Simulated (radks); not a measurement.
Task: The mean radii <r> (bohr) of the occupied orbitals of an atom or ion are listed with their occupations. Method: scalar-relativistic Kohn-Sham, PBEsol, spin-polarised, spherical densities, finite nucleus; Fermi nuclear charge, rms radius of each element as measured or else 0.836 A^(1/3) + 0.57 fm; computed with a radial shooting solver on a logarithmic mesh with Libxc functionals.

orbital  occ.     <r>
1s up       1  0.1201
1s down     1  0.1197
2s up       1  0.5489
2s down     1  0.5557
2p up       2  0.4902

Name the element and its charge. Open shells, if any, are filled with parallel spins first.

Result: Z = 13, aluminium, charge +7: Al7+ in [He] 2s2 2p2. The 1s radius gives Z: for a bare nucleus <r> = (2 gamma + 1)/(2Z) with gamma = sqrt(1 - (Z/c)^2), 0.115 bohr for Z = 13, and screening makes it slightly larger (0.1201 here). The occupations add up to 6, and the charge is Z minus that.
